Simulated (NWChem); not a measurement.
System: C$_{2}$H$_{6}$F$_{2}$Si; SMILES F[SiH2][C@@H](C)F

The following NWChem deck was run.

```
start job
memory heap 200 mb stack 900 mb global 1100 mb
geometry units angstroms noautosym nocenter noautoz
  C     -0.862124     1.883684    -0.130146
  C      0.110939     0.765252    -0.434304
  F      1.358458     1.081625     0.094727
  Si    -0.408620    -0.906475     0.293608
  F      0.612352    -2.061182    -0.223706
  H     -1.838078     1.693911    -0.602746
  H     -0.474775     2.838513    -0.517323
  H     -1.017761     1.998643     0.954036
  H      0.233063     0.664447    -1.529373
  H     -0.339245    -0.849113     1.779065
  H     -1.777813    -1.264901    -0.175638
end
basis spherical
  * library 6-31g*
end
dft
  xc b3lyp
  iterations 150
end
property
  shielding
end
task dft property
```

Excerpt of the output:

```
             Northwest Computational Chemistry Package (NWChem) 7.3.0
             --------------------------------------------------------

                             Geometry "geometry" -> ""
                             -------------------------

 Output coordinates in angstroms (scale by  1.889725989 to convert to a.u.)

  No.       Tag          Charge          X              Y              Z
 ---- ---------------- ---------- -------------- -------------- --------------
    1 C                    6.0000    -0.86212400     1.88368400    -0.13014600
    2 C                    6.0000     0.11093900     0.76525200    -0.43430400
    3 F                    9.0000     1.35845800     1.08162500     0.09472700
    4 Si                  14.0000    -0.40862000    -0.90647500     0.29360800
    5 F                    9.0000     0.61235200    -2.06118200    -0.22370600
    6 H                    1.0000    -1.83807800     1.69391100    -0.60274600
    7 H                    1.0000    -0.47477500     2.83851300    -0.51732300
    8 H                    1.0000    -1.01776100     1.99864300     0.95403600
    9 H                    1.0000     0.23306300     0.66444700    -1.52937300
   10 H                    1.0000    -0.33924500    -0.84911300     1.77906500
   11 H                    1.0000    -1.77781300    -1.26490100    -0.17563800

 Effective nuclear repulsion energy (a.u.)     242.8050577902

                              NWChem Property Module
                              ----------------------

  itol2e modified to match energy
  convergence criterion.

                                 NWChem DFT Module
                                 -----------------

 Summary of "ao basis" -> "ao basis" (spherical)
 ------------------------------------------------------------------------------
       Tag                 Description            Shells   Functions and Types
 ---------------- ------------------------------  ------  ---------------------
 C                           6-31g*                  6       14   3s2p1d
 F                           6-31g*                  6       14   3s2p1d
 Si                          6-31g*                  8       18   4s3p1d
 H                           6-31g*                  2        2   2s

  itol2e modified to match energy
  convergence criterion.

            General Information
            -------------------
          SCF calculation type: DFT
          Wavefunction type:  closed shell.
          No. of atoms     :    11
          No. of electrons :    50
           Alpha electrons :    25
            Beta electrons :    25
          Charge           :     0
          Spin multiplicity:     1
          Use of symmetry is: off; symmetry adaption is: off
          Maximum number of iterations: 150
          AO basis - number of functions:    86
                     number of shells:    44
          Convergence on energy requested:  1.00D-07
          Convergence on density requested:  1.00D-05
          Convergence on gradient requested:  5.00D-04

              XC Information
              --------------
                         B3LYP Method XC Potential
                     Hartree-Fock (Exact) Exchange  0.200
                        Slater Exchange Functional  0.800 local
                    Becke 1988 Exchange Functional  0.720 non-local
              Lee-Yang-Parr Correlation Functional  0.810
                  VWN I RPA Correlation Functional  0.190 local

[...]

          -----------------------------------------
          Chemical Shielding Tensors (GIAO, in ppm)
          -----------------------------------------

                                NWChem CPHF Module
                                ------------------

  scftype          =     RHF
  nclosed          =       25
  nopen            =        0
  variables        =     1525
  # of vectors     =        3
  tolerance        = 0.10D-03
  level shift      = 0.00D+00
  max iterations   =       50
  max subspace     =       30

 SCF residual:    4.3077733570125169E-006

Iterative solution of linear equations
  No. of variables     1525
  No. of equations        3
  Maximum subspace       30
        Iterations       50
       Convergence  1.0D-04

   iter   nsub   residual    time
   ----  ------  --------  ---------
     1      3    2.83D-01      25.7
     2      6    7.42D-03      28.1
     3      9    5.98D-04      30.3
     4     12    3.06D-05      32.6

      Atom:    1  C
        Diamagnetic
    252.2692     -5.6228     -0.4769
     -5.6228    253.5473      0.7219
     -0.4769      0.7219    245.5421

        Paramagnetic
    -69.2644     -3.3025      4.5571
     -3.3025    -76.0726      6.9511
      4.5571      6.9511    -82.1987

        Total Shielding Tensor
    183.0048     -8.9253      4.0802
     -8.9253    177.4747      7.6729
      4.0802      7.6729    163.3434

           isotropic =     174.6076
          anisotropy =      22.5717

          Principal Components and Axis System
                 1           2           3
              189.6554    176.4733    157.6942

      1         0.7880      0.5394     -0.2968
      2        -0.6130      0.6432     -0.4588
      3        -0.0566      0.5435      0.8375

      Atom:    2  C
        Diamagnetic
    248.2926     -1.0721      1.2243
     -1.0721    249.0817      0.0307
      1.2243      0.0307    236.8184

        Paramagnetic
   -101.4857     20.2092     28.3103
     20.2092   -151.0448      8.9283
     28.3103      8.9283   -151.1056

        Total Shielding Tensor
    146.8069     19.1371     29.5346
     19.1371     98.0370      8.9590
     29.5346      8.9590     85.7128

           isotropic =     110.1856
          anisotropy =      82.7678

          Principal Components and Axis System
                 1           2           3
              165.3641     91.4899     73.7027

      1         0.8832     -0.2998     -0.3606
      2         0.2991      0.9524     -0.0591
      3         0.3611     -0.0556      0.9308

      Atom:    3  F
        Diamagnetic
    482.8835      6.8844     11.2423
      6.8844    464.9562      0.5626
     11.2423      0.5626    462.7587

        Paramagnetic
    -36.0448    -27.1810    -21.6942
    -27.1810    -56.7675     16.1811
    -21.6942     16.1811    -43.6991

        Total Shielding Tensor
    446.8387    -20.2966    -10.4519
    -20.2966    408.1888     16.7437
    -10.4519     16.7437    419.0595

           isotropic =     424.6957
          anisotropy =      55.9007

          Principal Components and Axis System
                 1           2           3
              461.9628    418.5999    393.5243

      1         0.8264      0.5121      0.2342
      2        -0.4264      0.2975      0.8542
      3        -0.3677      0.8058     -0.4642

      Atom:    4  Si
        Diamagnetic
    879.4386     -2.1431     -1.9635
     -2.1431    884.6132      0.3118
     -1.9635      0.3118    876.0218

        Paramagnetic
   -505.6327    -30.6985    -26.2512
    -30.6985   -453.4840     18.9088
    -26.2512     18.9088   -496.6879

        Total Shielding Tensor
    373.8060    -32.8416    -28.2146
    -32.8416    431.1292     19.2206
    -28.2146     19.2206    379.3339

           isotropic =     394.7564
          anisotropy =      93.9965

          Principal Components and Axis System
                 1           2           3
              457.4207    380.7111    346.1373

      1        -0.4441     -0.4068      0.7983
      2         0.8195     -0.5446      0.1784
      3         0.3622      0.7335      0.5752

      Atom:    5  F
        Diamagnetic
    471.8303    -13.0480     -6.2047
    -13.0480    477.8862      6.3954
     -6.2047      6.3954    462.7795

        Paramagnetic
    -96.3673     23.3918     -9.5071
     23.3918    -78.4945    -15.8246
     -9.5071    -15.8246    -69.2673

        Total Shielding Tensor
    375.4630     10.3438    -15.7117
     10.3438    399.3916     -9.4293
    -15.7117     -9.4293    393.5121

           isotropic =     389.4556
          anisotropy =      37.7207

          Principal Components and Axis System
                 1           2           3
              414.6027    388.0162    365.7479

      1        -0.4225     -0.2111      0.8814
      2        -0.6674      0.7304     -0.1450
      3         0.6132      0.6496      0.4495

      Atom:    6  H
        Diamagnetic
     37.5091     -1.1184      5.7766
     -1.1184     26.3994     -0.1313
      5.7766     -0.1313     25.3056

        Paramagnetic
     -2.0350      0.2431     -2.8164
      0.2431      3.0927     -0.0694
     -2.8164     -0.0694      3.4190

        Total Shielding Tensor
     35.4741     -0.8754      2.9602
     -0.8754     29.4921     -0.2007
      2.9602     -0.2007     28.7246

           isotropic =      31.2303
          anisotropy =       8.2021

          Principal Components and Axis System
                 1           2           3
               36.6983     29.3903     27.6022

      1         0.9294      0.0909     -0.3577
      2        -0.1226      0.9902     -0.0668
      3         0.3481      0.1059      0.9315

      Atom:    7  H
        Diamagnetic
     25.7338      1.6064     -1.2353
      1.6064     38.1887     -4.7019
     -1.2353     -4.7019     24.1934

        Paramagnetic
      2.3418     -1.1386      0.3139
     -1.1386     -3.2143      2.2924
      0.3139      2.2924      4.0398

[...]
```

Level: B3LYP/6-31G* (spherical d), GIAO. All runs use the structure optimised with PBE0/def2-SVP. B3LYP is NWChem's, with the RPA form of VWN correlation. The printed shielding anisotropy is the first printed principal value minus the mean of the other two.
